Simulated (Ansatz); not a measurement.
Reaction: CH6Ge (methylgermane, SMILES [GeH3][CH3]) → CH5Ge (SMILES [CH2][GeH3], doublet) + H (doublet) (the C-H bond breaks)
Each species at its own B3LYP-D3(BJ)/def2-TZVP minimum (Ansatz, an electronic-structure program).

Total energies in hartree (Ansatz). Radicals and triplets start from unrestricted determinants; spin-orbit coupling is neglected. Correlated methods leave the cores frozen (noble-gas shells, and filled d and f shells in the p block). No relativity. Where a partner has so few electrons that a lower coupled-cluster level is exact, that level stands in.

```csv
species,HF/cc-pVTZ,CCSD(T)/cc-pVTZ,HF/cc-pVQZ,CCSD(T)/cc-pVQZ,CCSDT(Q)/cc-pVTZ
1: CH6Ge (SMILES [CH3][GeH3]),-2116.77560,-2117.13856,-2116.78215,-2117.16193,-2117.13982
"2: CH5Ge (SMILES [CH2][GeH3], doublet)",-2116.14412,-2116.46576,-2116.15064,-2116.48785,-2116.46717
3: H (doublet),-0.49981,-0.49981,-0.49995,-0.49995,-0.49981
```

### Question
Work out the bond dissociation energy (electronic) in kcal/mol: take Hartree-Fock from cc-pVQZ, extrapolate the CCSD(T) correlation energy as X^-3 (X = 3, 4), and add CCSDT(Q) - CCSD(T) in cc-pVTZ. 1 hartree = 627.51 kcal/mol.

### Answer

Species 1: correlation (64·(-0.37978) - 27·(-0.36296))/37 = -0.39205; step -0.00126; E1 = -2116.78215 + (-0.39205) + (-0.00126) = -2117.17546
Species 2: correlation (64·(-0.33721) - 27·(-0.32164))/37 = -0.34857; step -0.00141; E2 = -2116.15064 + (-0.34857) + (-0.00141) = -2116.50062
Species 3: correlation (64·(0.00000) - 27·(0.00000))/37 = 0.00000; step +0.00000; E3 = -0.49995 + (0.00000) + (+0.00000) = -0.49995
-1·E1 +1·E2 +1·E3 = 0.17489 hartree = 109.7 kcal/mol.
